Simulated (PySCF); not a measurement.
ClH3O3Sn, SMILES [OH][Sn]([OH])([OH])[Cl]. Heavy atoms are numbered as in [OH:1][Sn:2]([OH:3])([OH:4])[Cl:5]. Hydrogens are named by the atom that carries them.

Coordinates come from a PBE0-D3(BJ)/def2-SVP optimisation. The def2 effective core potentials stand for the cores of Sn; spin–orbit coupling is left out. One conformer was computed; it need not be the lowest.

These are PBE/def2-TZVP in PySCF values and carry that method's errors.

ESP charges are fitted to the potential on shells at 1.4 to 2.0 van der Waals radii. Atomic charges (e), one atom of each kind:

```csv
atom,ESP fit,Löwdin,Mulliken
O1 (OH),-0.57,-0.28,-0.60
Sn2,0.82,0.30,1.17
Cl5,-0.26,0.05,-0.33
H on O1,0.38,0.17,0.32
```
